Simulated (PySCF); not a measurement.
Species: C5H4ClF4 (doublet state).
Geometry (GFN2-xTB, Å), atoms numbered from 1 in this order:
```
atom  x, y, z in Å
F1    -2.6453   -0.3008    0.6816
C2    -1.5516   -0.4929   -0.1054
C3    -0.3151   -1.0379    0.6379
C4     0.4036    0.1940    0.2202
C5     1.8440    0.4680    0.0678
F6     2.1079    1.7758   -0.0422
F7     2.3925   -0.1198   -1.0254
F8     2.5516    0.0050    1.1133
C9    -0.7731    0.8030   -0.4271
Cl10  -0.5800    1.1784   -2.1782
H11   -1.8677   -1.0626   -0.9805
H12   -0.4748   -1.1332    1.7150
H13    0.0934   -1.9825    0.2714
H14   -1.1859    1.7048    0.0296
```

The hyperfine couplings belong to this conformer and change with its torsions.

The species is `[C@@H]1(Cl)[C](C[C@H]1F)C(F)(F)F` [radical].

The calculation used UKS B3LYP, pcH-1 on C Cl F H, non-relativistic, mean-field spin-orbit, GIAO (PySCF 2.14.0). Geometry: GFN2-xTB; no solvent, vibrations or thermal averaging. A GFN2-xTB geometry isn't a minimum of the functional, and hyperfine couplings can be far from their values at a DFT geometry. Stability of the SCF solution: not tested.

Task: Predict the first-order ENDOR lines of F6/F7/F8, F1, H12, H13, H14, H11 and Cl10 under fast tumbling at B = 3339.7 mT (W band).

Result: For S = 1/2 in fast tumbling each set of equivalent nuclei gives two lines, ν± = |νn ± a/2| to first order, with νn = g_N μN B/h and μN/h = 7.62259 MHz/T.

```csv
nuclei,isotope,g_N,νn (MHz),a_iso (MHz),lower line (MHz),upper line (MHz)
F6/F7/F8,19F,5.2577,133.85,59.82,103.94,163.76
F1,19F,5.2577,133.85,-7.87,129.91,137.78
H12,1H,5.5857,142.20,123.54,80.43,203.97
H13,1H,5.5857,142.20,108.87,87.76,196.63
H14,1H,5.5857,142.20,96.98,93.71,190.69
H11,1H,5.5857,142.20,-4.68,139.86,144.54
Cl10,35Cl,0.5479,13.95,19.50,4.20,23.70
```

Task: Which pairs are centred on the nuclear Larmor frequency, and which on half the coupling?

Result: Centred on νn, since |a| < 2νn: F6/F7/F8, F1, H12, H13, H14, H11 and Cl10. No pair has |a| > 2νn.

Task: At what field would the lower line of H14 fall to zero frequency?

Result: Where νn = |a|/2, that is B = 48.49 MHz/(5.5857 × 7.62259 MHz/T) = 1140 mT, as far as first order holds there.

Class means assume fast exchange of nuclei equivalent by connectivity; if that motion is slow, each nucleus keeps its own coupling. The three 19F nuclei of mean +59.8 MHz run from 24.3 to 118.0 MHz in the frozen geometry.

Main isotope only: 35Cl (natural samples also hold 24 % 37Cl, magnetic too, which adds its own pattern).

On one thread of an Arm Neoverse V2, on a shared host, this took 1.8 min of wall time (grids of density and orbitals included) and 1.1 GiB of memory at its peak.
